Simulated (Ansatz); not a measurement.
**Question.** Name a neutral molecule of C, O, Sb and H with HOMO–LUMO gap (B3LYP/def2-TZVPP) between 5.85 and 6.15 eV and HOMO energy (ωB97M-V/def2-TZVPP) between -8.95 and -8.65 eV (Ansatz, PBE0-D4/def2-TZVP geometry).

**Answer.** `[CH3][SbH][CH2]O` (5.89 eV, -8.66 eV). Other molecules can fit too; these were computed, each in one conformer that needn't be the lowest.

B3LYP here is the variant with VWN-RPA as its local correlation; programs differ in this.
